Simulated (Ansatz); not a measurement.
Molecule: CH5OSi (charge 0, doublet). It need not be the lowest isomer of its formula. 
Geometry from a B3LYP-D3(BJ)/def2-TZVP (Ansatz, an electronic-structure program) optimisation:
SMILES: [CH2]O[SiH3]
```xyz
8

Si     0.9337     0.3533     0.1764
O     -0.3539    -0.5172    -0.4117
C     -1.6427    -0.3591    -0.0181
H      2.0781     0.0100    -0.6869
H      1.2078    -0.0159     1.5839
H      0.6310     1.8029     0.1078
H     -1.9544     0.5968     0.3864
H     -2.3473    -1.0475    -0.4592
```
Charge 0, spin multiplicity 2.

Dipole moments at this geometry, in debye (magnitudes).

```json
[
 {"level": "PBE/def2-TZVPD", "program": "Ansatz", "dipole (D)": "0.67"},
 {"level": "BLYP/def2-TZVPD", "program": "Ansatz", "dipole (D)": "0.68"},
 {"level": "r2SCAN/def2-TZVPD", "program": "Ansatz", "dipole (D)": "0.67"},
 {"level": "PBE0/def2-TZVPD", "program": "Ansatz", "dipole (D)": "0.72"},
 {"level": "BHLYP/def2-TZVPD", "program": "Ansatz", "dipole (D)": "0.78"},
 {"level": "r2SCANh/def2-TZVPD", "program": "Ansatz", "dipole (D)": "0.69"},
 {"level": "r2SCAN0/def2-TZVPD", "program": "Ansatz", "dipole (D)": "0.72"},
 {"level": "HSE06/def2-TZVPD", "program": "Ansatz", "dipole (D)": "0.72"},
 {"level": "CAM-B3LYP/def2-TZVPD", "program": "Ansatz", "dipole (D)": "0.76"},
 {"level": "LC-wPBE/def2-TZVPD", "program": "Ansatz", "dipole (D)": "0.77"},
 {"level": "wB97M-V/def2-TZVPD", "program": "Ansatz", "dipole (D)": "0.72"},
 {"level": "wB97X-V/def2-TZVPD", "program": "Ansatz", "dipole (D)": "0.75"},
 {"level": "CCSD(T)/aug-cc-pV(D+d)Z", "program": "Ansatz", "dipole (D)": "0.72"}
]
```
